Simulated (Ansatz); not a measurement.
Geometry optimisation, RKS PBE-D4/def2-SVP (Ansatz 0.2.0).

Input:

```yaml
crystal:
  periodic: [false, false, false]
  atoms:
    - { symbol: B, position_ang: [-0.05735, -0.250202, 0.119191] }
    - { symbol: O, position_ang: [-0.043281, -0.419855, 1.496342] }
    - { symbol: H, position_ang: [-0.95412, -0.506435, 1.832945] }
    - { symbol: F, position_ang: [1.102273, -0.193621, -0.523348] }
    - { symbol: F, position_ang: [-1.198901, -0.255507, -0.571633] }
    - { symbol: F, position_ang: [0.012151, 2.198157, 0.710622] }
    - { symbol: H, position_ang: [0.352827, 1.749664, 1.453981] }
basis:
  gaussian: { orbitals: def2-SVP }
hamiltonian:
  xc: pbe
  dispersion: d4
relax:
  f_tol: 0.03
  max_steps: 50
output:
  orbitals: {}
```

Command:

```bash
$ ansatz run input.yaml --threads 2 --pin off --max-ram 3072MiB --backend cpu --events-out ev --progress --plain --runs-dir out
```

Q: Where does it end, and by what steps?

A: It converged. After 7 steps the energy has fallen by 0.035 eV; H7 moved furthest, 0.22 Å.

```tsv
step	energy less start (eV)	largest force component (eV/Å)	accepted
0	0.0000	0.650	yes
1	-0.0242	0.339	yes
2	-0.0238	0.425	no
3	-0.0314	0.195	yes
4	-0.0296	0.539	no
5	-0.0341	0.060	yes
6	-0.0353	0.054	yes
7	-0.0355	0.026	yes
```

```xyz
7
Properties=species:S:1:pos:R:3
B -0.053 -0.249 0.097
O -0.031 -0.282 1.473
H -0.931 -0.398 1.832
F 1.096 -0.190 -0.556
F -1.198 -0.361 -0.578
F 0.076 2.250 0.819
H 0.255 1.551 1.430
```

The run took 3.2 s on 2 threads of AMD EPYC 9R45 96-Core Processor (Zen 5), on a shared host, peak memory 0.16 GiB.
